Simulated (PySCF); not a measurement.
## SMILES C[NH][InH2], CH6InN: coupling constants with relativity

Geometry (Å), atoms numbered from 1 in this order:
```xyz
9

C    -1.285    0.306    0.252
N    -0.172   -0.563   -0.023
In    1.791   -0.091   -0.187
H    -2.037    0.319   -0.562
H    -0.939    1.344    0.376
H    -1.824    0.039    1.182
H    -0.450   -1.530   -0.157
H     2.828   -1.419   -0.530
H     2.144    1.578    0.045
```

Level of theory for the indirect couplings: PBE0/pcJ-1 (dyall-v2z on In), isolated molecule, finite nuclei, PBE0-D3(BJ)/def2-SVP geometry (PySCF 2.14.0).

Non-relativistic values:
```json
{"coupling": "1J(115In,15N)", "atoms": "In3 – N2", "J (Hz)": "-98.8"}
{"coupling": "1J(115In,1H)", "atoms": "In3 – H8/H9", "J (Hz)": "1210.8"}
{"coupling": "2J(115In,13C)", "atoms": "In3 – C1", "J (Hz)": "-0.7"}
{"coupling": "2J(115In,1H)", "atoms": "In3 – H7", "J (Hz)": "13.3"}
{"coupling": "3J(115In,1H)", "atoms": "In3 – H4/H5/H6", "J (Hz)": "26.1"}
```

What do two-component X2C with spin–orbit coupling give?

Answers


```tsv
coupling	atoms	with spin–orbit (Hz)
1J(115In,15N)	In3 – N2	-91.5
1J(115In,1H)	In3 – H8/H9	1636.1
2J(115In,13C)	In3 – C1	-2.7
2J(115In,1H)	In3 – H7	25.2
3J(115In,1H)	In3 – H4/H5/H6	34.4
```

The largest listed coupling, 1J(115In,1H), ends at 1.35 times its non-relativistic value. Equivalent partners are averaged, as under fast rotation. Couplings to strongly quadrupolar nuclei (115In) are seldom resolved in solution.
